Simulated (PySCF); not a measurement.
Species: C₃H₁₀B₂O₂.
InChI=1S/C3H10B2O2/c1-5(6-2)7-3-4/h3-4H2,1-2H3

Torsions of this conformer, `[BH2:1][CH2:2][O:3][B:4]([CH3:5])[O:6][CH3:7]`: B1–C2–O3–B4 -73°, C2–O3–B4–C5 -3°, O3–B4–O6–C7 -1°.

The closed-shell ground state was solved at several levels (PySCF, density fitting, gas phase, non-relativistic). One conformer (not necessarily the lowest) at the GFN2-xTB geometry, without solvent, vibrations or thermal averaging.

```tsv
level	basis functions	total energy (Eh)	HOMO (eV)	LUMO (eV)	gap (eV)	dipole (D)
wB97X-D/def2-SVPD	226	-320.2327	-9.89	0.32	10.21	1.50
PBE0/pcSseg-1	169	-320.1318	-7.90	-1.63	6.27	1.61
```

(1) Estimate the row for B3LYP/pcJ-1, a basis of 289 functions; the other rows only guide the guess.

(2) Over all these levels, which gives the widest orbital gap and which the narrowest?

(3) How far do the dipole and the HOMO energy spread over the levels?

## Answers

(1) Total energy -320.5834 Eh, HOMO -7.65 eV, LUMO -1.88 eV, gap 5.77 eV, dipole 1.60 D.

(2) wB97X-D/def2-SVPD (range-separated hybrid) has the widest, 10.21 eV, and B3LYP/pcJ-1 (global hybrid, 20 % exact exchange) the narrowest, 5.77 eV. Functional and basis both differ between the two, so the spread mixes both effects.

(3) The dipole runs from 1.50 to 1.61 D (mean 1.57 D) and the HOMO from -9.89 to -7.65 eV.

The pairwise dispersion term of wB97X-D wasn't added to the energies; at a given geometry it leaves orbitals and properties as they are.
